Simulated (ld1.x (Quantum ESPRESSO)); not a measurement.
# What the settings do to the ultrasoft potential of indium

Base potential:

| Item | Value |
| --- | --- |
| Element | indium (In) |
| Generator | ld1.x (Quantum ESPRESSO) 7.5 |
| Type | ultrasoft |
| Functional | LDA (PZ) |
| Relativity | scalar-relativistic |
| Frozen core | [Ar] 3d10 |
| Valence charge | 21 |
| Reference configuration | 4s2 4p6 4d10 5s1 5p2 |
| Partial waves | 4s (bound): rcut 1.15, rcutus 1.45 bohr; 5s (bound): rcut 1.15, rcutus 1.45 bohr; 4p (bound): rcut 1.25, rcutus 1.60 bohr; 5p (bound): rcut 1.25, rcutus 1.60 bohr; 4d (bound): rcut 1.45, rcutus 1.75 bohr; 4d channel at 0.8 Ry: rcut 1.45, rcutus 1.75 bohr |
| Local potential | all-electron potential smoothed inside 1.20 bohr (lloc = -1) |
| Core correction | none |
| Augmentation charge | built from norm-conserving waves at rcut, not smoothed further |

Cutoffs, loose and tight: the cutoffs (Ry, on a coarse ladder) from which the occupation-weighted sum of valence levels, in a spherical-Bessel basis at the reference potential, stays within 10 and 1 mRy of its value at 400 Ry. They do not see the model core or the augmentation charge, which bear on the density cutoff. Test errors are all-electron minus pseudo excitation energies from the reference, over the configurations 4s2 4p6 4d10 5s2 5p1; 4s2 4p6 4d10 5s2 5p0; 4s2 4p6 4d10 5s1 5p0; 4s2 4p6 4d10 5s0 5p3; 4s2 4p6 4d10 5s2 5p1.3; 4s2 4p6 4d9 5s2 5p1; 4s2 4p6 4d10 5s1 5p1 (two spin-polarised tests are not counted in the largest error). A dash means not determined; rows that change the core or the reference have their own tests.

Cutoffs are not given where the Bessel-basis levels miss the radial ones by over 6 mRy, ghosts where they miss by over 20 mRy; a channel whose overlap is not positive is not tested.

A file whose overlap is not positive is unfit for use, and its test errors describe a broken file.

```tsv
change	outcome	cutoff, loose	cutoff, tight	bound ghosts	largest test error (meV)
base	generated, overlap not positive	–	–	not determined (overlap not positive)	-4155
all radii scaled by about 0.76 (s 1.10, p 1.22, d 1.32 bohr, rcut 0.88/0.94/1.10); local potential all-electron potential smoothed inside 0.92 bohr (lloc = -1)	generated	90 Ry	160 Ry	none	+40
all radii scaled by about 0.84 (s 1.22, p 1.34, d 1.46 bohr, rcut 0.96/1.04/1.22); local potential all-electron potential smoothed inside 1.00 bohr (lloc = -1)	failed: run_pseudo: Errors in PS-KS equation	–	–	–	–
all radii scaled by about 0.91 (s 1.32, p 1.46, d 1.58 bohr, rcut 1.04/1.14/1.32); local potential all-electron potential smoothed inside 1.08 bohr (lloc = -1)	failed: chargeps: negative rho	–	–	–	–
all radii scaled by about 1.15 (s 1.68, p 1.84, d 2.02 bohr, rcut 1.32/1.44/1.68); local potential all-electron potential smoothed inside 1.38 bohr (lloc = -1)	failed: chargeps: negative rho	–	–	–	–
all radii scaled by about 1.20 (s 1.74, p 1.92, d 2.10 bohr, rcut 1.38/1.50/1.74); local potential all-electron potential smoothed inside 1.44 bohr (lloc = -1)	failed: run_pseudo: Errors in PS-KS equation	–	–	–	–
all radii scaled by about 1.31 (s 1.90, p 2.10, d 2.30 bohr, rcut 1.50/1.64/1.90); local potential all-electron potential smoothed inside 1.58 bohr (lloc = -1)	failed: chargeps: negative rho	–	–	–	–
all radii scaled by about 1.38 (s 2.00, p 2.20, d 2.40 bohr, rcut 1.58/1.72/2.00); local potential all-electron potential smoothed inside 1.64 bohr (lloc = -1)	failed: chargeps: negative rho	–	–	–	–
```

Reading the sweep of the scale of all radii (base = 1) (base included, trends over the rows without a ghost): The generation fails at 0.84, 0.91, 1.15, 1.2, 1.31, 1.38.
